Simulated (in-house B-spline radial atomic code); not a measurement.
Ba. Computed with a B-spline radial atomic code. Model: non-relativistic spherical atom: semilocal Troullier-Martins pseudo-atom, one channel per l, against all electrons, high spin, G0W0 and RPA with empty states to l = 8, local potential for every l without a channel, a model core (radius 0 = none) keeps its share of the functional.

Without relativity these are model numbers for so heavy an element.

What the tables leave out is listed at the end.

The pseudopotential gives back the lowest level of each angular momentum of its own functional in the configuration it was made in; a second state of the same l is only approximately right. Exact exchange, RPA and GW see the smooth pseudo-orbitals and miss the exchange with the core, for which the functional's share stands in. The column with an uncorrelated core keeps all orbitals and exact exchange, and so separates missing core correlation from pseudisation. Only the three outermost levels and the lowest empty one were computed. RPA here is direct RPA, with no exchange kernel, and its energies carry an (l + 1/2)⁻⁴ tail. A hybrid on a potential with a model core restores only its own semilocal share of the core's exchange.

Command:
```bash
python run_psgw.py task.json out
```
Settings (lengths in bohr, energies in hartree):
```
Z                      56
electrons              56
configuration          [Xe] 6s2
generated_in           [Xe] 6s2
functional             lda,vwn
core_shells            10
radius_factor          0.8
core_correction        False
ion_configuration      [Xe] 6s1
```

Run time, properties included: 58 s on 1 thread of Intel(R) Xeon(R) Platinum 8259CL CPU @ 2.50GHz (Skylake/Cascade Lake), on a shared host.

Given: made with LDA VWN5; model core radius 0 bohr; local radius 1.647 bohr; mean-field start PBE0.

Valence shells of the generating configuration: 5p, 6s.

Channel: s 3.369, p 1.343, d 1.924 (radii in bohr).

Computed: largest level miss in the spin-unpolarised generating configuration 0 eV; valence RPA correlation energy all-electron orbitals -0.30882 hartree; all-electron RPA polarisability, core included 172.38 bohr³; pseudo-atom RPA polarisability 158.06 bohr³; ionisation by mean-field pseudo minus all 0.111 eV; ionisation by RPA all-electron 5.2939 eV; ionisation by RPA pseudo minus all 0.22 eV.

```json
{"level": "6s", "occupied": "1", "mean-field all-electron (eV)": "-3.5884", "mean-field pseudo minus all (eV)": "-0.087", "G0W0 all-electron (eV)": "-5.2094", "G0W0 uncorrelated core minus all (eV)": "0.057", "G0W0 pseudo minus all (eV)": "-0.261", "exchange self-energy all-electron (eV)": "-6.0041", "exchange self-energy pseudo (eV)": "-6.2358"}
{"level": "5d (empty)", "occupied": "0", "mean-field all-electron (eV)": "-1.7333", "mean-field pseudo minus all (eV)": "0.128", "G0W0 all-electron (eV)": "-0.59825", "G0W0 uncorrelated core minus all (eV)": "0.129", "G0W0 pseudo minus all (eV)": "0.113", "exchange self-energy all-electron (eV)": "-4.4583", "exchange self-energy pseudo (eV)": "-2.88"}
```

(1) What is the ionisation by mean-field all-electron?

(2) What is the valence RPA correlation energy pseudo?

Given: mean-field start Hartree-Fock.

Computed: valence RPA correlation energy pseudo -0.3304 hartree; all-electron RPA polarisability, core included 146.45 bohr³; pseudo-atom RPA polarisability 100.45 bohr³; ionisation by mean-field all-electron 4.1294 eV; ionisation by mean-field pseudo minus all 0.487 eV; ionisation by RPA all-electron 4.938 eV.

| level | occupied | mean-field all-electron (eV) | mean-field pseudo minus all (eV) | G0W0 all-electron (eV) | G0W0 uncorrelated core minus all (eV) | G0W0 pseudo minus all (eV) | exchange self-energy all-electron (eV) | exchange self-energy pseudo (eV) |
| --- | --- | --- | --- | --- | --- | --- | --- | --- |
| 6s | 1 | -4.2865 | -0.559 | -5.1516 | 0.053 | -0.212 | -5.5793 | -6.9222 |
| 5p | 1 | -24.595 | 2.443 | -24.763 | 0.047 | 2.271 | -22.705 | -15.674 |

(3) What is the valence RPA correlation energy all-electron orbitals?

(4) What is the ionisation by RPA pseudo minus all?

Answers

(1) 4.9632 eV.

(2) -0.40888 hartree.

(3) -0.23996 hartree.

(4) 0.258 eV.

Among the listed levels the largest G0W0 shift of the pseudo-atom is +2.27 eV, for 5p on the Hartree-Fock start, while leaving the core uncorrelated moves that level by +0.05 eV. So pseudisation and the lost core exchange, not the missing core correlation, make the error. Not in the tables (levels of low weight, unsolved or above zero; the highest and the empty levels are kept at any weight): the LDA start was refused, since an empty level lay at or below an occupied one; on PBE0 the G0W0 levels 5p (pseudo minus all +1.41 eV, weights 0.56 and 0.30).
